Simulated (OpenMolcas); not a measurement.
**Computed transition rates of Cl³⁺**

```
Program             : OpenMolcas 26.06
Method              : MS-CASPT2, IPEA 0.25 Eh, imaginary shift 0.1 Eh (closed shells correlated: 2s 2p)
Basis               : ANO-RCC-VQZP [6s5p3d2f1g]
Scalar Hamiltonian  : DKH2, point nucleus
Active space        : 4 electrons in 8 orbitals (3s 3p 4s 4p)
State averaging     : 2S+1 = 3 even, 3 roots; 2S+1 = 1 even, 12 roots; 2S+1 = 5 odd, 1 root; 2S+1 = 3 odd, 9 roots; 2S+1 = 1 odd, 8 roots
Spin-orbit coupling : RASSI with atomic mean-field integrals over the reference wave functions, term energies averaged over their components
```

Rates come from the transition moments of the reference wave functions (E1 and E2 in the length form). At fixed line strength A goes as λ^-3 for E1 and M1 and as λ^-5 for E2, so a rate at the computed wavelength can be rescaled to the measured one. Measured vacuum wavelengths follow from level energies in Moore, Atomic Energy Levels, vol. I, NSRDS-NBS 35 (1971 reprint of NBS Circular 467, 1949). Branching counts decays inside the model space alone, at computed energies, and the table is only a selection of the E2 and M1 lines, drawn from those between levels with measured partners whose computed energy lies within a factor of 1.5 of the measured one.

```csv
Upper,Lower,Type,λ computed (nm),λ measured (nm),A computed (s-1),A rescaled (s-1),Branching %
3s2 3p2 1S0,3s2 3p2 1D2,E2,560.6,532.4,2.44e+00,3.16e+00,53.5
3s2 3p2 1S0,3s2 3p2 3P1,M1,321.6,311.9,2.10e+00,,45.9
3s2 3p2 1D2,3s2 3p2 3P2,M1,800.7,804.8,1.57e-01,,71.2
3s2 3p2 1D2,3s2 3p2 3P1,M1,754.7,753.3,6.26e-02,,28.4
3s2 3p2 1S0,3s2 3p2 3P2,E2,329.7,320.4,2.61e-02,,0.6
3s2 3p2 3P2,3s2 3p2 3P1,M1,13140,11760,5.96e-03,8.31e-03,100.0
3s2 3p2 3P1,3s2 3p2 3P0,M1,23060,20370,1.47e-03,2.13e-03,100.0
```

Spin-changing lines and M1 lines between different terms are not rescaled, since their strength hangs on the term gaps too.

The largest correction is for 3s2 3p2 3P1 → 3s2 3p2 3P0 (M1): 1.47e-03 × (23060 / 20370)^3 = 2.13e-03 s-1, a factor of 1.45.

No measured rate stands beside these. Rescaling mends the energy factor alone: line strengths can still be far off where a level mixes with configurations outside the active space, and weak or spin-changing lines hang on small mixing coefficients that depend on the term gaps too, so rescaling need not improve them.

Term energies are means over components that CASPT2 splits; among the terms shown or strongly mixed into the levels shown the widest spread is 96 cm-1 (3s2 3p2 1D). Over all roots computed the reference weight is 0.84 to 0.99; the roots of lowest weight are the least certain, and an intruder state may touch them. Active for correlation alone: 4p 4s; no level in the range computed is led by a configuration that fills them, so any true level of that kind is missing. Measured partners are found by configuration, term and J. A level has none where our copy of the source lacks it or the pairing is in doubt (some pairs that miss far off the trend of their configuration count as doubtful). Only configurations of the active space appear.
